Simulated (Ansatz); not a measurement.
Reaction (redistribution): `[CH3][Ge]([Cl])([Cl])[Cl]` + `[NH2][SnH]([OH])[Cl]` → `[Cl][Ge]([Cl])([Cl])[Cl]` + `[CH3][SnH]([NH2])[OH]`

Isolated molecules relaxed with PBE0-D4/def2-TZVP in Ansatz; ΔE leaves out vibrations. CBS: MP2 limit from def2 TZ/QZ plus the TZ coupled-cluster correction, frozen cores. def2 core potentials past Kr. For Ge, Sn outer-core shells are correlated without core-valence functions, which leaves a few kJ/mol of doubt a bond. Scalar relativity is left out up to krypton. Each species was taken in one conformer, which may not be the lowest.

```tsv
species	SCS-MP2/def2-TZVPP energy (Eh)
`[CH3][Ge]([Cl])([Cl])[Cl]`	-3494.65302
`[NH2][SnH]([OH])[Cl]`	-805.57155
`[Cl][Ge]([Cl])([Cl])[Cl]`	-3914.55675
`[CH3][SnH]([NH2])[OH]`	-385.64576
```

Q: Work out ΔE.

A: ΔE = (-3914.55675) + (-385.64576) − (-3494.65302) − (-805.57155) = 0.02206 Eh = +0.60 eV. CCSD(T)/CBS gives +0.65 eV.

Largest T1 diagnostic among the species: 0.013.

In def2-TZVPP, CCSD(T) changes the Hartree–Fock value by −0.14 eV (the triples alone add −0.02 eV) and MP2 by −0.15 eV.
